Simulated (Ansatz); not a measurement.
Total energies of Al₆As₆H₁₈, a cluster cut from wurtzite AlAs (hydrogen-capped) from Ansatz at PBE0-D4/def2-TZVP, gas phase (1 Eh = 27.2114 eV = 2625.5 kJ/mol). The reference geometry is relaxed at PBE-D4/def2-SVP.

```xyz
30

As    1.153    0.931    2.489
Al    0.560    2.610    0.698
Al    3.226   -0.064   -0.808
As    1.448    1.636   -1.374
As   -1.909    2.082    0.638
Al   -0.438    1.318   -3.023
Al    0.835   -1.549    2.126
As    1.684   -1.950   -0.143
As   -1.675   -1.465    1.857
Al   -2.752   -0.198   -0.045
Al   -0.159   -2.931   -1.564
As   -1.409   -0.784   -2.015
H     2.586    1.178    2.933
H     0.454    1.332    3.788
H     0.845    4.107    1.171
H     3.930    0.454    0.552
H     4.062   -0.458   -2.116
H     2.218    2.852   -1.887
H    -2.522    2.449    1.989
H    -2.610    3.134   -0.207
H    -1.503    2.497   -2.729
H     0.142    1.023   -4.486
H     1.271   -2.399    3.404
H     2.612   -3.125    0.162
H    -2.295   -0.994    3.171
H    -2.214   -2.887    1.863
H    -4.345   -0.291    0.006
H     0.442   -3.528   -2.923
H    -1.092   -3.797   -0.568
H    -2.545   -1.183   -2.956
```

```csv
state,geometry,energy (Eh)
charge 0 singlet,reference,-14878.71560
charge 1 doublet,reference,-14878.39981
charge -1 doublet,reference,-14878.74510
free As atom (quartet),–,-2235.53903
free Al atom (doublet),–,-242.24894
free H atom (doublet),–,-0.50104
```

Single mean-field runs in def2-TZVP are fitted with def2-universal-jkfit.

**Question.** Work out the vertical ionisation energy to the doublet.

**Answer.** E(charge 1 doublet) − E(charge 0 singlet) = -14878.39981 − (-14878.71560) = 0.31579 Eh = 8.59 eV. For comparison, −ε of the highest occupied level is 7.32 eV at this level, 1.27 eV less.

**Question.** Work out the vertical electron affinity, to the doublet.

**Answer.** E(charge 0 singlet) − E(charge -1 doublet) = -14878.71560 − (-14878.74510) = 0.02950 Eh = 0.80 eV. The basis lacks diffuse functions, which makes affinities too small.

**Question.** Give the fundamental gap IE − EA, the Mulliken electronegativity (IE + EA)/2 and the hardness (IE − EA)/2.

**Answer.** From the values in Eh: IE − EA = 0.31579 − 0.02950 = 0.28629 Eh = 7.79 eV; (IE + EA)/2 = 4.70 eV; (IE − EA)/2 = 3.90 eV. The HOMO–LUMO gap of the same run is 5.48 eV, 2.31 eV smaller than the fundamental gap.

**Question.** What is the binding energy per atom against free atoms?

**Answer.** Atoms: 6 × (-2235.53903) + 6 × (-242.24894) + 18 × (-0.50104) = -14875.74654 Eh. Binding: -14875.74654 − (-14878.71560) = 2.96906 Eh = 80.79 eV, or 2.69 eV for each of 30 atoms (no zero-point energy, no counterpoise term).

At PBE0-D4/def2-TZVP the highest occupied level of the charge -1 doublet lies above zero (up to 0.37 eV). By energy differences its removal costs 0.80 eV (vertical, to the charge 0 singlet, at PBE0-D4/def2-TZVP); self-interaction error and the lack of diffuse functions both raise the level.
